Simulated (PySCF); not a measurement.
## Vibration and rotation of CaB

PBE0 constants of CaB, ⁴Σ⁻ (quartet), unpaired electrons σ ↑, π ↑↑, a second solution, started from another occupation (basis Ca pcseg-1, B pcseg-1; no relativity; PySCF 2.14; masses 39.9626 and 11.0093 u):

* ωe: 482.9 cm⁻¹
* ωexe: 2.6 cm⁻¹
* Be: 0.36278 cm⁻¹
* αe: 0.00260 cm⁻¹
* D (centrifugal): 8.19e-07 cm⁻¹

Problem. Give the vibrational terms G(v) and spacings up to v = 3.

Solution. G(v) = ωe(v+½) − ωexe(v+½)².

```csv
v,G(v) (cm⁻¹),G(v) − G(v−1),Bv (cm⁻¹)
0,241,,0.3615
1,718,478,0.3589
2,1191,473,0.3563
3,1658,467,0.3537
```

A state of this spin cannot dissociate to the ground-state fragments, so its own limit lies higher than the one that De refers to.
